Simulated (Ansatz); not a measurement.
```
atom   x (Å)    y (Å)    z (Å)
  Be  0.0000   0.0000   0.0000
   C  0.0000   0.0000   3.7840
   H  0.0000   2.7516  -0.4852
   H  2.3828  -1.3758  -0.4852
```

Basis set: pcseg-2 (spherical functions). Charge 0, multiplicity 3.

Computed with Ansatz (development build ahead of 0.2.0); each method stands on the lowest determinant of its kind that the runs found. Restricted functionals stand beside restricted open-shell atoms, which can lie above the unrestricted atoms usual in DFT and then raise those values.

The atomization energy at this shape (free ground-state atoms in the same class of orbitals less the molecule, no zero-point energy) of triplet CH₂Be:

```tsv
method	atomization energy
PBE (restricted open-shell)	-5.13 kcal/mol
UHF	1.83 kcal/mol
```

Task: What does PBE0 (unrestricted) give?

Result: 6.72 kcal/mol. Caution: other spin multiplicities may lie lower; the shape is not the minimum. Caution for PBE0 (unrestricted), PBE (restricted open-shell): charge can spread falsely over distant fragments. Caution for PBE0 (unrestricted), UHF: the unrestricted determinant is a mixture of spin states. Caution for PBE (restricted open-shell): stretched shape with no unrestricted run beside it, a lower state can exist.
